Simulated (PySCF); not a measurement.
Isomers of C9H16, one GFN2-xTB conformer each. Single-point energies are computed at PBE0/pcSseg-1 (PySCF, gas phase, no added dispersion term), electronic only.

Question: Rank them by PBE0/pcSseg-1 energy, lowest first (kcal/mol).
A. `[CH2:1]=[C:2]([CH3:3])/[CH:4]=[CH:5]\[C:6]([CH3:7])([CH3:8])[CH3:9]` with C1–C2–C4–C5 -70°
B. `[CH2:1]=[C:2]([CH3:3])[C:4](=[CH2:5])[C:6]([CH3:7])([CH3:8])[CH3:9]` with C1–C2–C4–C5 99°
C. `[CH2:1]1[CH2:2][CH2:3][C:4]2([CH2:5]1)[CH2:6][CH2:7][CH2:8][CH2:9]2` with C5–C1–C2–C3 8°, C1–C2–C3–C4 19°, C2–C3–C4–C5 -37°, C3–C4–C5–C1 42°
D. `[CH2:1]1[CH2:2][CH2:3][C@@H:4]2[CH2:5][CH2:6][CH2:7][C@H:8]2[CH2:9]1` with C9–C1–C2–C3 56°, C1–C2–C3–C4 -56°, C2–C3–C4–C5 176°, C3–C4–C5–C6 -158°
E. `[CH3:1][C@H:2]1[CH2:3][C:4]12[CH2:5][CH2:6][CH2:7][CH2:8][CH2:9]2` with C1–C2–C3–C4 112°, C2–C3–C4–C5 -111°, C3–C4–C5–C6 -87°, C4–C5–C6–C7 -57°

Answer: D (0.0), C (5.9), E (17.8), B (40.7), A (41.0).

As drawn, the highest has a C=C bond outside aromatic rings and a quaternary carbon, which the lowest lacks. Neighbours under 2.5 kcal/mol apart (C=C(C)C(=C)C(C)(C)C and C=C(C)/C=C\C(C)(C)C) can change places with a better method, another conformer or zero-point energy. GFN2-xTB itself gives, in the same order: 0.0, 2.7, 19.9, 53.8, 54.4. Both levels put the same isomer lowest; measured from each level's own lowest isomer, the values differ by up to 13.4 kcal/mol (C=C(C)/C=C\C(C)(C)C: 54.4 against 41.0).

Q: Which frontier levels, dipoles and rotational constants go with these structures?

A: 
| SMILES | HOMO (eV, PBE0/pcSseg-1) | LUMO (eV) | dipole (D) | A, B, C (MHz) |
| --- | --- | --- | --- | --- |
| C1CC[C@@H]2CCC[C@H]2C1 | -8.04 | 1.55 | 0.10 | 2984, 1358, 1009 |
| C1CCC2(C1)CCCC2 | -8.38 | 1.27 | 0.05 | 3253, 1194, 1151 |
| C[C@H]1CC12CCCCC2 | -7.26 | 1.50 | 0.11 | 3124, 1172, 1009 |
| C=C(C)C(=C)C(C)(C)C | -6.97 | 0.28 | 0.46 | 2245, 1230, 1165 |
| C=C(C)/C=C\C(C)(C)C | -6.86 | 0.03 | 0.33 | 2724, 990.7, 946.2 |
